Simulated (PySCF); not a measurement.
CH₇FOSi₂, SMILES O[SiH2][SiH2]CF. Coordinates come from a r2SCAN-D4/def2-SVP optimisation. This is a generated structure with no PubChem entry under its InChIKey; it may be hypothetical. One conformer was computed; it need not be the lowest.

Computed equilibrium geometry at r2SCAN-D4/def2-SVP (PySCF confirms it by a frequency run) as bond lengths and angles (one conformer of several):
Atoms: O1 Si2 Si3 C4 F5 H6 H7 H8 H9 H10 H11 H12. Bonds (Å): O1–Si2 1.679, O1–H6 0.965, Si2–Si3 2.344, Si2–H7 1.501, Si2–H8 1.499, Si3–C4 1.906, Si3–H9 1.495, Si3–H10 1.494, C4–F5 1.390, C4–H11 1.106, C4–H12 1.106. Angles (°): Si2–O1–H6 116.9, O1–Si2–Si3 102.7, O1–Si2–H7 111.4, O1–Si2–H8 112.1, Si3–Si2–H7 111.1, Si3–Si2–H8 113.0, H7–Si2–H8 106.7, Si2–Si3–C4 106.4, Si2–Si3–H9 111.6, Si2–Si3–H10 111.2, C4–Si3–H9 110.1, C4–Si3–H10 108.9, H9–Si3–H10 108.7, Si3–C4–F5 110.6, Si3–C4–H11 111.0, Si3–C4–H12 109.7, F5–C4–H11 108.9, F5–C4–H12 109.3, H11–C4–H12 107.2.
Charge 0, spin multiplicity 1.
